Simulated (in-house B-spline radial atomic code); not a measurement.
LC-wPBE excitations of Cr VII (Cr6+)

Method: LC-wPBE. Computed with a B-spline radial code for spherical atoms: linear response of the closed shell [Ne] 3s2 3p6 with the functional's adiabatic kernel; scalar-relativistic (spin-free one-electron X2C), finite nucleus, no spin-orbit coupling, no double excitations, S, P, D and F terms only. Only terms of natural parity with L up to 3 were computed.

Command:
```bash
python run_td.py task.json out
```
Settings (radii: box in bohr, nucleus in fm):
```
Z                        24
electrons                18
configuration            [Ne] 3s2 3p6
hamiltonian              x2c
method                   lc_wpbe
box_radius               14.35
rms_radius               3.6452
intervals                71
```

Cost of the run: 0.7 s on 1 thread of Intel(R) Xeon(R) Platinum 8488C (Sapphire Rapids) (shared host).

The lowest states, in the order of their Tamm-Dancoff energies; the method's threshold (minus the highest occupied level) is 154.32 eV. Labels give the largest channel, * marks a mixed state, and oscillator strengths are full-response dipole values. Semilocal kernels can invert the small singlet-triplet splittings of Rydberg terms. Energies in eV:

```json
{"state": "3p → 3d 3P", "full response": "42.91", "Tamm-Dancoff": "43.06", "oscillator strength": "-"}
{"state": "3p → 3d 3F", "full response": "43.40", "Tamm-Dancoff": "43.58", "oscillator strength": "-"}
{"state": "3p → 3d 1F", "full response": "47.50", "Tamm-Dancoff": "47.52", "oscillator strength": "-"}
{"state": "3p → 3d 1P", "full response": "61.11", "Tamm-Dancoff": "63.82", "oscillator strength": "3.49"}
{"state": "3s → 3d 3D", "full response": "74.87", "Tamm-Dancoff": "74.93", "oscillator strength": "-"}
{"state": "3s → 3d 1D", "full response": "79.70", "Tamm-Dancoff": "79.84", "oscillator strength": "-"}
{"state": "3p → 4s 3P", "full response": "80.72", "Tamm-Dancoff": "80.73", "oscillator strength": "-"}
{"state": "3p → 4s 1P", "full response": "81.61", "Tamm-Dancoff": "81.66", "oscillator strength": "0.269"}
{"state": "3p → 4p 3S", "full response": "89.01", "Tamm-Dancoff": "89.04", "oscillator strength": "-"}
{"state": "3p → 4p 3D", "full response": "89.70", "Tamm-Dancoff": "89.71", "oscillator strength": "-"}
{"state": "3p → 4p 1D", "full response": "90.31", "Tamm-Dancoff": "90.32", "oscillator strength": "-"}
{"state": "3p → 4p 1S", "full response": "94.05", "Tamm-Dancoff": "94.32", "oscillator strength": "-"}
{"state": "3p → 4d 3P", "full response": "102.86", "Tamm-Dancoff": "102.87", "oscillator strength": "-"}
{"state": "3p → 4d 3F", "full response": "103.02", "Tamm-Dancoff": "103.03", "oscillator strength": "-"}
{"state": "3p → 4d 1F", "full response": "103.37", "Tamm-Dancoff": "103.37", "oscillator strength": "-"}
{"state": "3p → 4d 1P", "full response": "104.23", "Tamm-Dancoff": "104.35", "oscillator strength": "0.175"}
{"state": "3s → 4s 3S", "full response": "111.41", "Tamm-Dancoff": "111.42", "oscillator strength": "-"}
{"state": "3p → 4f 3D", "full response": "112.78", "Tamm-Dancoff": "112.78", "oscillator strength": "-"}
{"state": "3s → 4s 1S", "full response": "?", "Tamm-Dancoff": "?", "oscillator strength": "-"}
{"state": "3p → 5s 3P", "full response": "113.02", "Tamm-Dancoff": "113.03", "oscillator strength": "-"}
{"state": "3p → 5s 1P", "full response": "113.31", "Tamm-Dancoff": "113.32", "oscillator strength": "0.0697"}
{"state": "3p → 4f 1D", "full response": "?", "Tamm-Dancoff": "?", "oscillator strength": "-"}
```

Question: Where does 3s → 4s 1S lie?

Answer: At 112.81 eV in full response, 112.87 eV in Tamm-Dancoff.

Question: Where does 3p → 4f 1D lie?

Answer: At 113.65 eV in full response, 113.67 eV in Tamm-Dancoff.

Question: How large is the singlet-triplet splitting of 3p → 3d (F terms) in Tamm-Dancoff?

Answer: 3.95 eV, from the unrounded values.

Question: What polarisabilities and dispersion coefficient does the method give?

Answer: Dipole 0.8106 bohr³, quadrupole 0.7103 bohr⁵, C6 1.25 hartree·bohr⁶ for two such species.
